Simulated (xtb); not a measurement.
H6AgN2 (SMILES [NH3]->[Ag+]<-[NH3]), charge +1, singlet, at a GFN2-xTB geometry (such geometries of metal compounds can be far from the true shape); GFN0-xTB in xtb 6.7.1.

Input for xtb:
```
$ xtb mol.xyz --gfn 0 --chrg 1 --json

# file mol.xyz
9

Ag    -0.00000000    -0.00000000     0.00000000
N     -1.24067725    -0.67082294     1.77286030
H     -1.65718678     0.11188149     2.27566513
H     -0.69325101    -1.19150804     2.45706103
H     -2.01203145    -1.27912100     1.50100505
N      1.24067725     0.67082294    -1.77286030
H      0.99615131     1.60911881    -2.08706888
H      1.12783478     0.06007285    -2.58104964
H      2.23848315     0.68955590    -1.56561269
```

**Question.** Predict the main parts of the log of this xtb run.

**Answer.** 
```
   ID    Z sym.   atoms
    1   47 Ag     1
    2    7 N      2, 6
    3    1 H      3-5, 7-9

           -------------------------------------------------
          |                Calculation Setup                |
           -------------------------------------------------

           -------------------------------------------------
          |                 G F N 0 - x T B                 |
           -------------------------------------------------

          ...................................................
          :                      SETUP                      :
          :.................................................:
          :  # basis functions                  30          :
          :  # atomic orbitals                  29          :
          :  # shells                           19          :
          :  # electrons                        26          :
          :  electronic temp.          300.0000000     K    :
          :  accuracy                    1.0000000          :
          :  -> integral cutoff          0.2500000E+02      :
          :  -> integral neglect         0.1000000E-07      :
          ...................................................

         :::::::::::::::::::::::::::::::::::::::::::::::::::::
         ::                     SUMMARY                     ::
         :::::::::::::::::::::::::::::::::::::::::::::::::::::
         :: total energy             -11.792922718065 Eh    ::
         :: gradient norm              0.014679561398 Eh/a0 ::
         :: HOMO-LUMO gap              3.867050491901 eV    ::
         ::.................................................::
         :: H0 energy                -13.187616828177 Eh    ::
         :: repulsion energy           0.117137209176 Eh    ::
         :: electrostat energy         1.278693123649 Eh    ::
         :: -> Gsolv                   0.000000000000 Eh    ::
         ::    -> Gsasa                0.000000000000 Eh    ::
         ::    -> Gshift               0.000000000000 Eh    ::
         :: dispersion energy         -0.001136222714 Eh    ::
         :: short-range corr.          0.000000000000 Eh    ::
         :: add. restraining           0.000000000000 Eh    ::
         :: total charge               1.000000000000 e     ::
         :::::::::::::::::::::::::::::::::::::::::::::::::::::

           -------------------------------------------------
          |                Property Printout                |
[...]
        29                          0.7021718              19.1071
      -------------------------------------------------------------
                  HL-Gap            0.1421115 Eh            3.8671 eV
             Fermi-level            0.0000000 Eh            0.0000 eV

     #   Z          covCN         q      C6AA      α(0)
     1  47 Ag       1.356     0.175   248.214    32.678
     2   7 N        3.257    -0.955    48.260    10.402
     3   1 H        0.860     0.456     0.390     0.978
     4   1 H        0.860     0.456     0.390     0.978
     5   1 H        0.860     0.456     0.390     0.978
     6   7 N        3.257    -0.955    48.260    10.402
     7   1 H        0.860     0.456     0.390     0.978
     8   1 H        0.860     0.456     0.390     0.978
     9   1 H        0.860     0.456     0.390     0.978

 Mol. C6AA /au·bohr⁶  :       1098.909926
 Mol. C8AA /au·bohr⁸  :      50761.660943
 Mol. α(0) /au        :         59.350242

Wiberg/Mayer (AO) data.
largest (>0.10) Wiberg bond orders for each atom

 ---------------------------------------------------------------------------
     #   Z sym  total        # sym  WBO       # sym  WBO       # sym  WBO
 ---------------------------------------------------------------------------
     1  47 Ag   0.852 --     2 N    0.392     6 N    0.392
     2   7 N    3.289 --     4 H    0.962     5 H    0.962     3 H    0.962
                             1 Ag   0.392
     3   1 H    0.969 --     2 N    0.962
     4   1 H    0.969 --     2 N    0.962
     5   1 H    0.969 --     2 N    0.962
     6   7 N    3.289 --     8 H    0.962     7 H    0.962     9 H    0.962
                             1 Ag   0.392
     7   1 H    0.969 --     6 N    0.962
     8   1 H    0.969 --     6 N    0.962
     9   1 H    0.969 --     6 N    0.962
 ---------------------------------------------------------------------------

Topologies differ in total number of bonds
Writing topology from bond orders to xtbtopo.mol

 dipole moment from electron density (au)
     X       Y       Z
   0.0000   0.0000   0.0000  total (Debye):    0.000

           -------------------------------------------------
          | TOTAL ENERGY              -11.792922718065 Eh   |
          | GRADIENT NORM               0.014679561398 Eh/α |
          | HOMO-LUMO GAP               3.867050491901 eV   |
           -------------------------------------------------

normal termination of xtb
```
